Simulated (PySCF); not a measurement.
## Zinc: a sound run and one with changed settings

Sound run: Zn [Ar] 3d10 4s2, Zn⁺ [Ar] 3d10 4s1. Calculation: PySCF 2.14, in def2-TZVP; no relativity, point nucleus. In the sound run the correlated levels freeze [Ar]. The sound run starts from symmetry-adapted Hartree-Fock orbitals and uses a fine grid where one is needed.

Changed run: initial guess atom, at most 50 SCF cycles, level shift 0.1 hartree.

| species | method | sound run (hartree) | changed run (hartree) | converged |
| --- | --- | --- | --- | --- |
| Zn | UHF | -1777.80707 | -1777.80707 | yes |
| Zn | MN15 | -1779.68733 | -1779.68733 | yes |
| Zn | TPSS | -1779.40300 | -1779.40300 | yes |
| Zn | MP2 | -1778.21079 | -1778.19669 | yes |
| Zn | CCSD(T) | -1778.19127 | -1778.19127 | yes |
| Zn⁺ | UHF | -1777.52644 | -1777.52644 | yes |
| Zn⁺ | MN15 | -1779.34575 | -1779.34575 | yes |
| Zn⁺ | TPSS | -1779.06548 | -1779.06548 | yes |
| Zn⁺ | MP2 | -1777.89023 | -1777.88095 | yes |
| Zn⁺ | CCSD(T) | -1777.86219 | -1777.86219 | yes |

Ionisation energy of Zn:

| method | sound run (eV) | changed run (eV) |
| --- | --- | --- |
| UHF | 7.636 | 7.636 |
| MN15 | 9.295 | 9.295 |
| TPSS | 9.184 | 9.184 |
| MP2 | 8.723 | 8.592 |
| SCS-MP2 | 8.760 | 8.612 |
| CCSD | 8.866 | 8.866 |
| CCSD(T) | 8.955 | 8.955 |

A level shift leaves the converged SCF energy unchanged but raises the virtual orbital energies, which shrinks MP2 if it is not removed.

For comparison, NIST gives 9.394 eV between the lowest levels.
